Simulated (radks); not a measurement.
Values are calculated unless marked as measured or tabulated.
Neutral lead inside a hard spherical wall (all orbitals vanish at R), configuration held at [Hg] 6p2 and not refilled when levels cross. Level of theory: scalar-relativistic Kohn-Sham, LDA (Slater exchange, Perdew-Wang correlation), spin-polarised, spherical densities, point nucleus; open shells are filled with parallel spins first (spin-orbit coupling, left out, can overturn this in heavy ions) (a radial shooting solver on a logarithmic mesh with Libxc functionals). Eigenvalues in eV for spin up, with the zero of energy where the potential of the charges vanishes at infinity; a dash marks a level that is unbound or too diffuse for the functional's potential to be trusted. A positive occupied level is held by the wall or, in an anion where self-interaction has pushed it up, behind a barrier. The pressure on the wall is -dE/dV.

R (bohr)	E (hartree)	kinetic (hartree)	e(5p)	e(5d)	e(6s)	e(6p)	e(7s, empty)	e(6d, empty)	pressure (GPa)
free	-20870.7113	23591.830	-85.868	-21.270	-12.608	-4.057	-0.637	-	0
12	-20870.7112	23591.831	-85.858	-21.261	-12.600	-4.049	-0.384	1.194	0.00138
10	-20870.7106	23591.836	-85.809	-21.212	-12.559	-4.008	0.058	1.699	0.0169
8	-20870.7056	23591.871	-85.556	-20.966	-12.357	-3.784	1.471	2.899	0.219
7	-20870.6949	23591.936	-85.194	-20.615	-12.074	-3.428	3.226	4.168	0.841
6	-20870.6624	23592.110	-84.447	-19.898	-11.488	-2.603	6.784	6.501	3.54
5	-20870.5557	23592.635	-82.854	-18.393	-10.149	-0.566	14.572	11.244	17.6
3	-20868.0834	23603.168	-68.388	-4.872	7.668	25.156	90.462	55.040	1180
2.5	-20864.0866	23618.950	-55.211	8.481	30.244	55.235	163.82	97.320	4930
2	-20851.1832	23666.438	-27.124	40.249	92.475	132.57	330.07	193.66	26900
1.5	-20798.7582	23839.902	50.902	135.18	298.38	367.74	781.61	457.15	217000
